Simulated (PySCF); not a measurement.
Molecule: SMILES O=C(F)c1cccs1, C5H3FOS.

Numbering as in the mapped SMILES `[O:1]=[C:2]([F:3])[c:4]1[cH:5][cH:6][cH:7][s:8]1`; H(Xn) means a hydrogen on atom n.

Geometry PBE0-D3(BJ)/def2-SVP throughout; GIAO in PySCF 2.14.0 with density-fitted response routines, gas phase, one conformer, non-relativistic; equivalent atoms averaged; functional PBE0.

A run gave: O1 363.2, C7 133.3, C5 129.2, C6 120.6, F3 16.0, S8 225.1, H(C7) 7.37, H(C5) 7.61, H(C6) 6.98 ppm (shifts δ (against H2O, TMS, CFCl3, CS2 at the same level)).

Q: Which basis set was used in that run?
A. 6-311+G(2d,p)
B. 6-31G*
C. 6-31G
D. STO-3G
E. pcSseg-1

A: B. O1 tells them apart best: 6-31G* gives 363.2, 6-311+G(2d,p) gives 397.7, STO-3G gives 392.0, pcSseg-1 gives 420.4, 6-31G gives 398.7 ppm.
